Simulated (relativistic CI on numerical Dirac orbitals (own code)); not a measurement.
# Electric-dipole lines of Re LX

These numbers are calculated, not measured: Dirac-Coulomb-Breit CI, orbitals from a KLI potential per configuration, model QED (radiative potential, 1s self-energy scaled to tabulated hydrogen-like ionisation energies), unscaled Slater integrals (own radial code, finite nucleus).

CI space (outside the closed core [Ne]): 3s²3p⁴, 3s²3p³3d, 3s3p⁵, 3p⁶, 3s3p⁴3d, 3s3p³3d², 3p⁵3d, 3s²3p²3d4p, 3s3p³3d4s, 3p⁵4s, 3s²3p³4s, 3p⁵4p, 3s²3p³4p, 3s²3p³4d, 3p⁴3d4p, 3s3p⁴4s, 3s²3p³4f, 3s3p⁴4p, 3s3p⁴4d, 3s3p⁴4f, 3s²3p³5s, 3s²3p³5p, 3s²3p²4s4p, 3s²3p³5d, 3s²3p³5f, 3s²3p³5g, 3s3p³4s², 3s3p⁴5s, 3s²3p²3d², 3s²3p3d³, 3s3p²3d³, 3s²3p3d²4s, 3s²3p3d²4p, 3s²3p3d²4d, 3p⁴3d², 3p³3d³, 3p³3d²4s, 3p³3d²4p, 3p³3d²4d, 3s²3p²3d4s, 3s3p²3d²4s, 3s²3p3d4s², 3s²3p3d4s4p, 3s²3p3d4s4d, 3p⁴3d4s, 3p³3d4s², 3p³3d4s4p, 3p³3d4s4d, 3s²3p²4s², 3s3p²3d4s², 3s²3p4s²4p, 3s²3p4s²4d, 3s²3p²4p², 3s²3p3d4p², 3s3p²3d4p², 3s²3p4s4p², 3s²3p4p³, 3s²3p4p²4d, 3s3p³4s4p, 3s3p²3d4s4p, 3s3p²4s²4p, 3s3p²4s4p², 3s3p²4s4p4d. Double excitations out of closed p, d and f shells are left out; levels of such configurations are missing from the list, as are those of other unlisted configurations, and high levels can miss mixing partners. These lack a partner that the ground configuration has and come out too high: 3s²3p³4f, 3s3p⁴4p, 3s3p⁴4d, 3s3p⁴4f, 3s²3p³5s.

```csv
λ vac (nm),Lower,Upper,A (s⁻¹),E lower (Ry),E upper (Ry)
1.8461,3s²3p³3d ³D°2 [3],3s²3p²3d² ³P1 [70],4.25e+12,17.5702,66.9317
1.8508,3s²3p²3d² ³F4 [21],3s²3p3d³ ³D°3 [221],5.63e+12,44.0920,93.3295
1.8557,3s²3p²3d² ³F3 [17],3s²3p3d³ ³D°2 [208],5.32e+12,42.8539,91.9604
1.8636,3s²3p³3d ³F°3 [6],3s²3p²3d² ³D2 [72],5.23e+12,18.2557,67.1531
1.8638,3s²3p³3d ³D°3 [9],3s²3p²3d² ³P2 [112],6.17e+12,26.1087,75.0006
1.8648,3s²3p²3d² ³F4 [21],3s²3p3d³ ³F°4 [216],5.66e+12,44.0920,92.9596
1.8661,3s²3p³3d ³F°4 [7],3s²3p²3d² ³D3 [103],5.80e+12,24.1516,72.9855
1.8749,3s²3p³3d ³F°3 [6],3s²3p²3d² ³F3 [68],5.98e+12,18.2557,66.8598
1.8749,3s²3p³3d ³D°2 [3],3s²3p²3d² ³F2 [67],3.17e+12,17.5702,66.1734
1.8764,3s²3p²3d² ³F4 [33],3s²3p3d³ ³G°5 [272],3.90e+12,50.4785,99.0423
1.8806,3s²3p³3d ³D°2 [8],3s²3p²3d² ³P1 [104],5.87e+12,24.6652,73.1205
1.8819,3s²3p²3d² ³F4 [33],3s²3p3d³ ³F°4 [268],4.91e+12,50.4785,98.9016
1.8835,3s²3p⁴ ³P2 [1],3s²3p³3d ³S°1 [29],5.33e+12,0.0000,48.3808
1.8861,3s²3p³3d ³D°1 [10],3s²3p²3d² ¹D2 [113],3.88e+12,26.9770,75.2919
1.8887,3s²3p³3d ³D°3 [9],3s²3p²3d² ³F4 [106],3.57e+12,26.1087,74.3575
1.8930,3s²3p³3d ³D°3 [9],3s²3p²3d² ³D3 [105],4.31e+12,26.1087,74.2484
1.8942,3s²3p³3d ³D°2 [8],3s²3p²3d² ¹D2 [102],3.84e+12,24.6652,72.7743
1.8953,3s²3p³3d ³D°2 [8],3s²3p²3d² ³F3 [101],3.26e+12,24.6652,72.7449
1.8973,3s²3p³3d ³F°4 [7],3s²3p²3d² ³F4 [98],5.45e+12,24.1516,72.1815
1.9008,3s²3p⁴ ³P2 [1],3s²3p³3d ³D°2 [28],4.69e+12,0.0000,47.9405
1.9049,3s²3p⁴ ¹S0 [2],3s²3p³3d ³D°1 [30],4.55e+12,1.5001,49.3393
1.9229,3s²3p³3d ³F°4 [7],3s²3p²3d² ³H5 [94],2.12e+12,24.1516,71.5408
1.9230,3s²3p⁴ ³P2 [1],3s²3p³3d ³D°3 [27],3.27e+12,0.0000,47.3866
1.9522,3s²3p⁴ ¹D2 [12],3s²3p³3d ¹F°3 [107],2.50e+12,27.9611,74.6407
1.9922,3s²3p³3d ³D°2 [3],3s²3p²3d² ⁵G2 [59],1.71e+12,17.5702,63.3114
2.0025,3s²3p³3d ³D°2 [3],3s²3p²3d² ⁵G3 [57],1.48e+12,17.5702,63.0773
2.0208,3s²3p³3d ³D°1 [4],3s²3p²3d² ⁵G2 [59],1.71e+12,18.2166,63.3114
2.1102,3s²3p²3d² ³F2 [13],3s3p³3d² ³G°3 [135],2.72e+12,35.9200,79.1035
3.4503,3s²3p⁴ ¹D2 [12],3s²3p³3d ¹F°3 [44],7.02e+11,27.9611,54.3725
3.4903,3s²3p⁴ ³P2 [1],3s²3p³3d ³D°3 [9],5.54e+11,0.0000,26.1087
```

Terms are leading LS components. Brackets give the number of a level in order of energy, since labels repeat. The list gives strong lines, with weight on those to low levels, without lines whose two gauges differ by over a factor of 2.5, among the lowest 400 of 10362 levels, so that lines to higher ones, which can be the strongest, are missing. Levels whose partners in the same complex of configurations lie outside the list can be far off, and so can their lines. Rates are taken at the computed energies, electric ones in the length gauge.

At this charge energies of transitions that change n are usually good to better than 1 %, and those within a shell (Δn = 0) to a few per cent.

(1) From the table, what is the radiative lifetime of 3s²3p²3d² ⁵G2?

Results:

(1) The listed rates from this level add up to about 3.41e+12 s⁻¹, 97 % of its decay; with all channels τ = 2.85e-13 s.

LS names give the leading component of a level, which can be under half, so a name can repeat, a term be missing and a line seem to break the LS rules.
